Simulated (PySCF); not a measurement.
PBE beside CCSD(T) along the halogens: bonds to Y

PBE and CCSD(T) in PySCF with def2-TZVPP on every atom (core potentials on Y, I), for the lowest determinant that a PBE0 search found; no spin–orbit coupling.

```tsv
molecule	state (unpaired electrons)	PBE Re (Å)	PBE ωe (cm⁻¹)	PBE De (eV)	CCSD(T) Re (Å)	CCSD(T) ωe (cm⁻¹)	CCSD(T) De (eV)
YF	singlet (closed shell)	1.930	630	7.15	1.944	627	6.96
YCl	singlet (closed shell)	2.379	377	5.32	2.411	374	5.35
YBr	singlet (closed shell)	2.540	266	4.71	?	?	?
YI	singlet (closed shell)	2.765	210	3.95	2.799	210	4.08
```

Estimate the CCSD(T) values of YBr by adding the mean shift from PBE to CCSD(T) of the other rows, and compare with the calculation.

The mean shifts are +2.7 pm, -2 cm⁻¹ and -0.01 eV, which give 2.567 Å, 264 cm⁻¹ and 4.70 eV. CCSD(T)/def2-TZVPP gives Re = 2.571 Å, ωe = 265 cm⁻¹, De = 4.81 eV.

What are the mean differences of PBE from CCSD(T) over the whole series?

Re -2.8 pm, ωe +2 cm⁻¹, De -0.02 eV.

In a basis of this size CCSD(T) is itself not converged; it tends to give bonds that are too long and too weak.

Correlated steps freeze the inner cores (1 to 9 orbitals); shallow outer-core shells are correlated. The metal atom is held in its measured ground configuration; semilocal functionals can put another filling of s and d lower by some tenths of an eV, and De to that atom would be smaller. Spin–orbit coupling is left out, which matters for elements this heavy, above all for dissociation energies. Where the molecule has an RHF reference, its open-shell atoms are computed with UHF.
